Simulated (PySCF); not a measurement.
SMILES O=c1occo1, singlet (PBE0/def2-SVP optimised geometry):

```
8

O      1.775    -2.060     0.000
C      1.075    -1.106     0.000
O     -0.286    -1.106     0.000
C     -0.706     0.195     0.000
C      0.370     0.984     0.000
O      1.484     0.192     0.000
H     -1.775     0.385     0.000
H      0.509     2.060     0.000
```

Method: PySCF with PBE0/def2-TZVP.

Problem. What are the frontier orbital energies and the dipole moment?

Solution. HOMO-2 -10.89 eV, HOMO-1 -9.09 eV, HOMO -7.40 eV, LUMO -0.15 eV, LUMO+1 0.76 eV; dipole moment 4.59 D.

On the same geometry PBE/def2-TZVP in PySCF gives HOMO-2 -9.30 eV, HOMO-1 -7.35 eV, HOMO -6.18 eV, LUMO -1.16 eV, LUMO+1 -0.42 eV; dipole moment 4.39 D.

Meta-Löwdin charges at PBE0/def2-TZVP: O1 -0.43, C2 0.65, O3 -0.28, C4 0.01, C5 0.01, O6 -0.28, H7 0.16, H8 0.16.
